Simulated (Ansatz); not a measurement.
Ansatz results at the PBE0-D4/def2-TZVP geometry: HOMO–LUMO gap (PBE/def2-TZVPP) 3.18 eV; HOMO–LUMO gap (B3LYP/def2-TZVPP) 4.80 eV; zero-point energy (PBE0-D4/def2-TZVP) 263.4 kJ/mol.

Each molecule was computed in one conformer, which needn't be the lowest.

Which molecule gave them?
A. `SC1[SiH2]S1`
B. `C=S`
C. `CN(C)C=S`
D. `C[SiH]1[AlH][SiH2]1`

C. The others give `C[SiH]1[AlH][SiH2]1`: 2.32, 3.66, 179.0; `SC1[SiH2]S1`: 4.31, 5.86, 117.3; `C=S`: 1.93, 3.72, 65.1.

B3LYP here is the variant with VWN-RPA as its local correlation; programs differ in this.
